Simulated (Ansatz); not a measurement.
Z-matrix (Å, degrees):
```
Si
O 1 1.640
N 1 1.704 2 114.4
H 1 1.481 2 106.9 3 119.6
H 1 1.482 2 107.0 3 -119.5
Si 2 1.637 1 142.8 3 1.6
H 3 1.005 1 123.5 2 85.3
H 3 1.005 1 123.4 2 -86.2
Si 6 2.347 2 112.6 1 -1.4
H 6 1.489 2 109.0 1 -122.6
H 6 1.489 2 109.1 1 119.9
H 9 1.489 6 111.9 2 61.4
H 9 1.491 6 108.5 2 -179.7
H 9 1.489 6 111.9 2 -60.8
```

Total charge 0; spin multiplicity 1.

Problem. List the r2SCAN/def2-TZVPP orbital energies in eV (Ansatz). (Best estimate.)

Solution. Computed: Occupied: -1791.62, -1791.50, -1790.78, -515.74, -385.05, -141.93, -141.86, -141.29, -96.82, -96.79, -96.77, -96.76, -96.71, -96.70, -96.14, -96.14, -96.13, -26.09, -22.44, -15.06, -13.88, -12.92, -12.68, -11.05, -10.24, -10.17, -9.29, -9.00, -8.75, -8.51, -7.42, -7.04, -6.74. Lowest empty: -0.69, -0.18, 0.16, 0.53, 0.83, 1.23, 1.65, 1.66.
